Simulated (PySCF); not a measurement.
Constitutional and geometric isomers with formula C3H5Cl. Isolated molecules, 0 K electronic values unless said otherwise. Strings in code marks are SMILES.

The dipole moment from two functionals at the same geometries (PBE0-D3(BJ)/def2-TZVP), both in PySCF: PBE-D3(BJ)/def2-TZVP and PBE0-D3(BJ)/def2-TZVP. 

```
species      PBE-D3(BJ)/def2-TZVP (D)
-----------  ------------------------
`C=C(C)Cl`                       1.51
`C1C(C1)Cl`                      1.83
`C/C=C/Cl`                       1.81
`C/C=C\Cl`                       1.51
```

**Question.** What does PBE0-D3(BJ)/def2-TZVP give for each?

**Answer.** 
- `C=C(C)Cl`: 1.60
- `C1C(C1)Cl`: 1.91
- `C/C=C/Cl`: 1.91
- `C/C=C\Cl`: 1.62
Over these rows, drawn at random from the members with no instability flagged (it was tested for open shells, ions and some series alone), PBE minus PBE0-D3(BJ): mean -0.09 D, from -0.10 D to -0.08 D.
